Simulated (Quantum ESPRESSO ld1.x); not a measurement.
Q: The table gives one normalised radial function P(r) = r R(r) (large component) of Pb76+ in [He] 2s2 2p2 (r in bohr). Method: Dirac Kohn-Sham, PBE, spin-unpolarised, spherical densities, point nucleus; open shells fill j = l - 1/2 first; computed with ld1.x of Quantum ESPRESSO 7.5.

r           P
0.0007357  1.7450
0.0008098  1.8731
0.0008914  2.0093
0.0009812  2.1540
0.001071   2.2942
0.001179   2.4558
0.001298   2.6264
0.001418   2.7907
0.001561   2.9787
0.001718   3.1757
0.001891   3.3813
0.002065   3.5769
0.002273   3.7976
0.002502   4.0251
0.002732   4.2385
0.003007   4.4754
0.00331    4.7149
0.003644   4.9548
0.003979   5.1730
0.00438    5.4065
0.004821   5.6320
0.005265   5.8284
0.005795   6.0275
0.006379   6.2064
0.007022   6.3601
0.007668   6.4743
0.00844    6.5650
0.009291   6.6149
0.01015    6.6205
0.01117    6.5785
0.01229    6.4823
0.01353    6.3291
0.01478    6.1372
0.01627    5.8718
0.0179     5.5501
0.01955    5.2094
0.02152    4.7938
0.02369    4.3411
0.02608    3.8624
0.02848    3.4116
0.03134    2.9195
0.0345     2.4409
0.03768    2.0253
0.04147    1.6084
0.04565    1.2385
0.05025    0.9219
0.05487    0.6807
0.0604     0.4702
0.06649    0.3105
0.07261    0.2033
0.07992    0.1216
0.08797    0.0686
0.09684    0.0362
0.1057     0.0189
0.1164     0.0087
0.1281     0.0036
0.1399     0.0015
0.154      0.0005
0.1695     0.0002
0.1866     0.0000
0.2038     0.0000
0.2243     0.0000

Which n and l does it have? It may be an empty orbital.

A: n = 1, l = 0: the number of nodes gives n - l - 1 = 0, the rise at small r points to l (this Dirac orbital starts as r^gamma with gamma = sqrt((l + 1)^2 - (Z/c)^2) = 0.80; the j = 1/2 orbital of l + 1 starts with the same power, but with a smaller coefficient, and then steepens), and the extent must fit the shell. The curve is that of 1s1/2. 1s1/2: eigenvalue -97016 eV, 0 radial nodes, <r> = 0.0160 bohr, 90 % of the charge inside 0.0293 bohr.
